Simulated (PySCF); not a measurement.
Species: C₃H₁₀NO₂Si (doublet state).
Numbering: `[CH3:1][C:2]([CH3:3])[O:4][Si@@H:5]([NH2:6])[OH:7]` (hydrogens: H8, H9, H10 on C1; H11, H12, H13 on C3; H14 on Si5; H15, H16 on N6; H17 on O7)

Structure used (GFN2-xTB), in Å, numbered top down from 1:
```
atom  x, y, z in Å
C1    -1.9651    1.4509    0.1483
C2    -1.0784    0.2547    0.1458
C3    -1.3077   -0.8641   -0.8048
O4     0.1334    0.4190    0.7168
Si5    1.5017   -0.4509    0.8088
N6     2.1540   -0.6359   -0.7824
O7     2.5366    0.3934    1.7218
H8    -3.0104    1.1537    0.2291
H9    -1.8610    2.0391   -0.7724
H10   -1.7102    2.0937    0.9871
H11   -2.3746   -1.0253   -0.9421
H12   -0.8518   -1.7778   -0.4255
H13   -0.8699   -0.6599   -1.7918
H14    1.3283   -1.6690    1.5916
H15    1.5786   -1.0336   -1.5065
H16    3.0934   -0.9893   -0.8637
H17    2.6961    1.3134    1.5298
```

The hyperfine couplings belong to this conformer and change with its torsions.

Method: PySCF, UKS B3LYP, pcH-1 on C H N O Si, non-relativistic, mean-field spin-orbit, GIAO. The structure is a single GFN2-xTB conformer in the gas phase; no vibrational or solvent corrections. The geometry wasn't refined by DFT: couplings that depend on bond lengths, twists or pyramidal angles can differ widely from those at the functional's own minimum. The SCF solution wasn't tested for stability.

Principal values of hyperfine tensors in MHz (contact, dipolar and spin–orbit terms together), for some of the nuclei:

```
atom  isotope      A1      A2      A3
  C2      13C   56.05   58.12  298.43
 H13       1H  120.66  121.10  132.66
  H9       1H  119.25  120.47  131.40
  H8       1H   38.36   39.29   53.47
 H12       1H   35.62   36.64   50.58
  C1      13C  -26.09  -25.53  -21.56
  C3      13C  -24.48  -23.69  -19.46
 H10       1H   10.74   11.72   25.06
```

Task: Split each tensor into its isotropic and traceless parts, and turn a_iso into mT with g = 2.0030.

Result: a_iso is a third of the trace, T = A − a_iso, and a(mT) = a(MHz)/(g × 13.996). The tensors hold a spin–orbit part: the run splits a_iso into a_FC + a_SO, and T includes its anisotropic share.

```tsv
atom	a_iso (MHz)	a_FC	a_SO	a_iso (mT)	T1	T2	T3
C2	137.53	137.60	-0.06	4.906	-81.48	-79.41	160.90
H13	124.81	124.81	0.00	4.452	-4.15	-3.71	7.85
H9	123.71	123.71	0.00	4.413	-4.46	-3.24	7.69
H8	43.71	43.71	0.00	1.559	-5.35	-4.41	9.76
H12	40.94	40.94	0.00	1.460	-5.33	-4.31	9.63
C1	-24.39	-24.40	0.01	-0.870	-1.70	-1.14	2.84
C3	-22.55	-22.56	0.01	-0.804	-1.94	-1.15	3.08
H10	15.84	15.84	0.00	0.565	-5.10	-4.12	9.22
```

Task: What spin density at the nucleus of H13 lies behind its contact coupling (g_N = 5.58569)?

Result: a_FC = 800.24 MHz bohr³ × g_N × ρ(0)/(2S). With a_FC = 124.81 MHz and 2S = 1, ρ(0) = 0.02792 bohr⁻³. In magnitude that is 8.8 % of the 1/π = 0.318 of a free hydrogen atom.

Task: H11 (1H, g_N = 5.58569) isn't in the table. Its spin density at the nucleus is 0.004191 bohr⁻³. What is its contact coupling?

Result: By the same relation, a_FC = 18.73 MHz. Its full tensor has the principal values 13.18, 14.64, 28.38 MHz.

Task: Which nucleus of the table has the largest anisotropic coupling, and what is its form?

Result: C2: -81.5, -79.4, 160.9 MHz, axial, in the ratio −1:−1:+2, the form that spin in one p orbital centred on that nucleus gives.

Task: In a single crystal, with the field along each principal axis of the tensor of H9 in turn, what first-order splitting does this nucleus give (isotropic g, quadrupole terms neglected)?

Result: 2 lines (I = 1/2), spaced by |A_i|/(g × 13.996): 4.25, 4.30, 4.69 mT along the axes of A1, A2 and A3.
